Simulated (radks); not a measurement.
Question: Species: Ce2+. Configuration: [Kr] 4d10 4f2 5s2 5p5.5 5d0.5 (fractional occupations, a model configuration). Calculated with a radial shooting solver on a logarithmic mesh with Libxc functionals: scalar-relativistic Kohn-Sham, PBE, spin-unpolarised, spherical densities, point nucleus. Some entries of the table are withheld. Estimate them.

orbital,occ.,eigenvalue (hartree),<r^2> (bohr^2)
1s,2,-1480.243,0.0008207
2s,2,-237.2324,(1)
2p,6,-212.4897,0.01041
3s,2,-51.25780,(2)
3p,6,-43.38941,0.08871
3d,10,-32.21872,0.07577
4s,2,(3),(4)
4p,6,-8.01506,(5)
4d,10,-4.33217,0.6515
5s,2,-1.87723,2.654
5p,5.5,-1.25508,3.589
4f,2,-0.51911,1.935
5d,0.5,(6),8.065

Answer: 
(1) 2s <r^2> (bohr^2): 0.01306
(2) 3s <r^2> (bohr^2): 0.08868
(3) 4s eigenvalue (hartree): -10.57643
(4) 4s <r^2> (bohr^2): 0.4601
(5) 4p <r^2> (bohr^2): 0.5208
(6) 5d eigenvalue (hartree): -0.51466
